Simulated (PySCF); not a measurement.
C4H4, SMILES C(=C=C)=C. Heavy atoms are numbered as in [CH2:1]=[C:2]=[C:3]=[CH2:4]. Hydrogens are named by the atom that carries them.

Geometry optimised at B3LYP-D3(BJ)/def2-SVP.

All values below come from PySCF with HF/def2-TZVPD.

ESP charges are fitted to the potential on shells at 1.4 to 2.0 van der Waals radii. Atomic charges (e), one atom of each kind:

| atom | meta-Löwdin | ESP fit |
|---|---|---|
| C1 (CH2) | (withheld) | -0.53 |
| C2 | (withheld) | 0.05 |
| H on C1 | (withheld) | 0.24 |

**Question.** Some entries are withheld; supply them. (Estimate from the structure and the level; the computed values follow.)

**Answer.** 
- C1 (CH2), meta-Löwdin: -0.23
- C2, meta-Löwdin: -0.03
- H on C1, meta-Löwdin: 0.13
